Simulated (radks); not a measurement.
Results of a calculation; reference values are marked as such.
Q: Valence configurations of P II (all share [Ne]). Code: a radial shooting solver on a logarithmic mesh with Libxc functionals. Model: Dirac Kohn-Sham, PBE, spin-unpolarised, spherical densities, point nucleus; open shells are shared between the two j in proportion to 2j + 1. Order these by energy: 3s2 3p2; 3s1.5 3p2.5; 3p4; 3s0.5 3p3.5; 3s1 3p3.

A: From the lowest, in eV above it: 3s2 3p2 0.000; 3s1.5 3p2.5 4.548; 3s1 3p3 9.120; 3s0.5 3p3.5 13.715; 3p4 18.331. NIST lists [Ne] 3s2 3p2 as the ground configuration; this level of theory agrees among the configurations tried. The energies are those of spherical spin-averaged densities, not of single terms.
